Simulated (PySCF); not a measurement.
Species: C₆H₅P₃S.
SMILES: `p1c(pcpc1SC)C#C`

Computed with PySCF at B3LYP/def2-SVPD, non-relativistic, on one gas-phase PBE0-D3(BJ)/def2-SVP geometry that isn't relaxed in the solvent. The solvent is an IEF-PCM continuum (Bondi radii, 1.10 Å for H, scaled by 1.2), and excitations are vertical TDDFT with non-equilibrium linear response and a frozen core. The model holds no explicit solvent molecules, cavitation or dispersion.

Gas-phase singlets (H = HOMO, L = LUMO):

| state | E (eV) | λ (nm) | f | leading configurations |
| --- | --- | --- | --- | --- |
| S1 | 2.721 | 456 | 0.016 | H→L 84% |
| S2 | 3.351 | 370 | 0.105 | H→L+1 78%, H-1→L 12% |
| S3 | 3.383 | 366 | 0.001 | H-2→L 94% |
| S4 | 3.554 | 349 | 0.008 | H-3→L 91% |
| S5 | 3.703 | 335 | 0.002 | H-2→L+1 77%, H-3→L+1 18% |

Q: Give the list for tetrahydrofuran (ε = 7.426), n² = 1.97.

A: 
```csv
state,E (eV),λ (nm),f,leading configurations,change by rank (eV)
S1,2.677,463,0.028,H→L 87%,-0.044
S2,3.250,382,0.196,H→L+1 85%,-0.101
S3,3.435,361,0.002,"H-2→L 75%, H-3→L 22%",+0.052
S4,3.537,351,0.010,"H-3→L 71%, H-2→L 24%",-0.017
S5,3.696,335,0.087,H-1→L+1 81%,-0.007
```

Q: The ground-state energy changes by -0.172 eV from gas to tetrahydrofuran. By how much does the total energy of gas-phase S1 change?

A: E(S1) = E(S0) + excitation energy, so it changes by -0.172 − 0.044 = -0.216 eV: it is lowered more than the ground state, which is what a red shift means. This is the vertical state, with the slow part of the continuum still set for S0.

Q: How do the frontier levels move from gas to tetrahydrofuran?

A: 
```
orbital  gas (eV)  solvent (eV)  change (eV)
 LUMO+2     -0.29         -0.24        +0.05
 LUMO+1     -2.62         -2.60        +0.02
   LUMO     -2.89         -2.87        +0.02
   HOMO     -6.23         -6.17        +0.06
 HOMO-1     -6.86         -6.87        -0.01
 HOMO-2     -7.28         -7.31        -0.03
 HOMO-3     -7.37         -7.35        +0.02
```

The HOMO–LUMO gap goes from 3.33 to 3.31 eV. Rows go by rank; for HOMO-3, HOMO-2 and LUMO+2 the atom shares or the degeneracy differ between the runs, so the row needn't follow one orbital.

Shape of the structure used: `[CH:1]#[C:2][c:3]1[p:4][cH:5][p:6][c:7]([S:8][CH3:9])[p:10]1`: P6–C7–S8–C9 0°.
